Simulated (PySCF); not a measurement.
## NaTe: one state, many levels of theory

State: ²Π (doublet), unpaired electrons π ↑. Set-up: Na cc-pVDZ, Te cc-pVDZ-PP with ECP28; scalar-relativistic core potentials (PySCF 2.14). De refers to Na + Te in their high-spin ground configurations, without counterpoise correction. The functionals are run spin-unrestricted. A positive dipole means Na(−)Te(+).

| Level | Re (Å) | ωe (cm⁻¹) | De (eV) | μ (D) |
| --- | --- | --- | --- | --- |
| UHF | 2.851 | 233 | 1.21 | -9.16 |
| UHF-MP2 | 2.855 | 233 | 1.86 | n/a |
| UHF-SCS-MP2 | 2.857 | 232 | 1.82 | n/a |
| UHF-CCSD | 2.857 | 232 | 1.83 | n/a |
| UHF-CCSD(T) | 2.860 | 231 | 1.87 | n/a |
| PBE | 2.825 | 228 | 2.15 | -7.39 |
| r²SCAN | 2.821 | 232 | 2.17 | -8.29 |
| M06-L | 2.853 | 223 | 2.55 | -8.90 |
| TPSSh | 2.830 | 230 | 2.23 | -8.07 |
| B3LYP | 2.815 | 232 | 2.10 | -7.67 |
| PBE0 | 2.813 | 234 | 2.11 | -8.07 |
| CAM-B3LYP | 2.788 | 241 | 2.11 | -8.06 |

The bond length runs from 2.788 Å (CAM-B3LYP) to 2.860 Å (UHF-CCSD(T)). De spans 1.21 eV (UHF, mean field) to 2.55 eV (M06-L, meta-GGA). Correlation at CCSD(T) changes the Hartree–Fock bond energy by +0.66 eV; the triples alone change it by +0.04 eV.

Correlated steps freeze 5 core orbitals. Correlated levels converge slowly with the basis: in double zeta they bind strong bonds too weakly, by up to about 1 eV, and carry superposition errors of some tenths. These are scalar-relativistic numbers at best; spin–orbit coupling would shift them, the dissociation energy most. The state is the lowest determinant that a PBE0 search found; another state may lie lower at other levels.

The whole job (state search and all levels along the bond) took about 2 min on 1 thread of Arm Neoverse V1 (shared host), peak memory 0.47 GiB.
